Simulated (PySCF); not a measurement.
1-bromo-1,2,2-trichloroethene (C2BrCl3), SMILES ClC(Cl)=C(Cl)Br.

Geometry optimised at B3LYP-D3(BJ)/def2-SVP.

All values below come from PBE/def2-TZVP (PySCF).

Symmetry labels are those of the subgroup Cs that the program uses (full group Cs).

Q: List the valence orbital energies around the gap with their symmetry. (Estimate from the structure and the level; the computed values follow.)

A: 
```
orbital  symmetry  energy (eV)
-------  --------  -----------
HOMO−7         A"        -9.24
HOMO−6         A'        -8.80
HOMO−5         A'        -8.43
HOMO−4         A"        -8.42
HOMO−3         A'        -8.14
HOMO−2         A"        -7.89
HOMO−1         A'        -7.21
HOMO           A"        -6.15
LUMO           A'        -2.03
LUMO+1         A"        -2.02
LUMO+2         A'        -1.48
LUMO+3         A'        -1.28
```
